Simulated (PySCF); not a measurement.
C9H6N4, SMILES C1C=C2N3C(N=1)=NC=CC3=CC=N2. Coordinates come from a PBE0-D3(BJ)/def2-SVP optimisation.

Computed equilibrium geometry at PBE0-D3(BJ)/def2-SVP (PySCF confirms it by a frequency run) as a Z-matrix, and its point group:
point group Cs.
```
N
C 1 1.3921
C 2 1.3980 1 117.71
C 3 1.3873 2 118.23 1 0.00
N 4 1.3192 3 124.27 2 0.00
C 5 1.3372 4 119.44 3 0.00
N 6 1.3228 5 119.16 4 180.00
C 7 1.3309 6 119.28 5 180.00
C 8 1.3763 7 124.23 6 0.00
H 9 1.0882 8 123.58 7 180.00
H 3 1.0889 4 122.41 5 180.00
H 8 1.0963 7 115.90 6 180.00
H 4 1.0971 5 116.07 6 180.00
C 1 1.4054 2 119.36 3 180.00
N 14 1.3277 1 122.35 2 0.00
C 15 1.3322 14 118.37 1 0.00
C 16 1.3766 15 123.86 14 0.00
H 17 1.0891 16 122.37 15 180.00
H 16 1.0961 15 116.07 14 180.00
```
Charge 0, spin multiplicity 1.
